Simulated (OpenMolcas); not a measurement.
**Ti2+: effect of the metal basis**

Ti2+ with its 6 nearest fluoride ions at 2.115 Å, on the Li site of LiF (a = 4.028 Å, distance in the model lattice 2.014 Å). The rest of the host is ab initio model potentials to 7.6 Å and point charges beyond; the distance is set by hand and nothing relaxes, and no local charge compensation is placed.

```json
{
 "Program": "OpenMolcas",
 "Method": "CASSCF",
 "Spin-orbit coupling": "state interaction with AMFI integrals over the reference wave functions"
}
```

Fixed: ligand basis ANO-RCC-VDZP, active space 2 electrons in 5 orbitals (3d), DKH2 Hamiltonian.

States (labels of O, the rotations of Oh). Energies in cm-1 above the lowest state or level, χT in cm3 K/mol; under a threefold ground state the first gap can be a small split of the lowest multiplet, not the spin-orbit step; 10Dq and B are least-squares fits to the states below 45000 cm-1, weighted by degeneracy, with a free offset, and given where the rms deviation is under 5 % of |10Dq| (or 100 cm-1) and under 700 cm-1.

```csv
Run,Metal basis,Ground state,First state of that spin,10Dq,B (rms of fit),First gap with spin-orbit (degeneracies),χT at 300 K,First state of another spin,Cost
A,ANO-RCC-VDZP,3T1,3T2 13850,15918,846 (266),"1.9 (2, 3)",1.085,1T2 11749,roughly 12 core-seconds
B,ANO-RCC-VTZP,3T1,3T2 13149,15153,851 (251),"2.0 (2, 3)",1.088,1T2 11794,roughly 20 core-seconds
```

Against A, |10Dq| changes by -4.8 % in B.

Costs are those of the RASSCF and RASSI steps.

An orbital triplet at a regular site is open to Jahn-Teller coupling, which can distort the site and quench the lowest spin-orbit gaps and is left out. Without dynamic correlation the repulsion within the d shell is too large (B by tens of per cent), so at a given field states of lower spin stand too high. Ligand-to-metal charge-transfer states are missing. With no ligand orbital active B as a rule stays too high, so bands that hang on it stand too high and its fall with covalency is understated. With metal d orbitals alone and no dynamic correlation 10Dq can be off by a tenth to a fifth, either way, in oxide and fluoride hosts. No measured value stands beside these numbers; the geometry was set by hand and not optimised.
